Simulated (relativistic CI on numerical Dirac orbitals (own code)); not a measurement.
# Cr⁺: 3s photoemission

Computed with this model: Dirac-Coulomb-Breit CI, separate exchange-only KLI orbitals for each configuration, QED by a radiative potential, multiplet model of photoemission in the sudden approximation, unscaled Slater integrals; configurations [Ar] 3d5 → [Ne] 3s 3p6 3d5; 300 K; Lorentzian 2.1 eV and Gaussian 0.6 eV FWHM. Energies are those of the free ion, without screening or charge transfer. The energies are binding energies and can lie tens of eV above those of solids. Without intra-shell correlation the exchange splitting of an s hole comes out too large, often by half or more. S is read from ⟨S²⟩ = S(S + 1).

Computed curve for free ion, scaled to 100 at the maximum (points under 2 are left out and the grid is thinned):

| Energy (eV) | Intensity |
| --- | --- |
| 80.4 | 2.1 |
| 80.8 | 2.3 |
| 81.4 | 2.7 |
| 81.8 | 3.0 |
| 82.2 | 3.4 |
| 82.6 | 3.8 |
| 83.2 | 4.7 |
| 83.6 | 5.5 |
| 84.0 | 6.6 |
| 84.6 | 8.7 |
| 85.0 | 10.7 |
| 85.4 | 13.6 |
| 85.8 | 17.7 |
| 86.4 | 28.0 |
| 86.8 | 39.7 |
| 87.2 | 57.3 |
| 87.8 | 90.1 |
| 88.2 | 100.0 |
| 88.6 | 89.2 |
| 89.0 | 67.2 |
| 89.6 | 39.3 |
| 90.0 | 27.9 |
| 90.4 | 20.6 |
| 91.0 | 14.0 |
| 91.4 | 11.2 |
| 91.8 | 9.3 |
| 92.2 | 8.0 |
| 92.8 | 6.5 |
| 93.2 | 5.9 |
| 93.6 | 5.5 |
| 94.2 | 5.1 |
| 94.6 | 5.0 |
| 95.0 | 5.0 |
| 95.6 | 5.3 |
| 96.0 | 5.6 |
| 96.4 | 6.2 |
| 96.8 | 6.9 |
| 97.4 | 8.8 |
| 97.8 | 10.7 |
| 98.2 | 13.5 |
| 98.8 | 20.8 |
| 99.2 | 29.0 |
| 99.6 | 41.4 |
| 100.0 | 57.3 |
| 100.6 | 71.8 |
| 101.0 | 64.0 |
| 101.4 | 48.2 |
| 102.0 | 28.2 |
| 102.4 | 20.0 |
| 102.8 | 14.7 |
| 103.2 | 11.2 |
| 103.8 | 7.8 |
| 104.2 | 6.4 |
| 104.6 | 5.3 |
| 105.2 | 4.1 |
| 105.6 | 3.6 |
| 106.0 | 3.1 |
| 106.4 | 2.7 |
| 107.0 | 2.3 |
| 107.4 | 2.1 |

The ground state has S = 2.50, and the centroid lies at 93.36 eV.
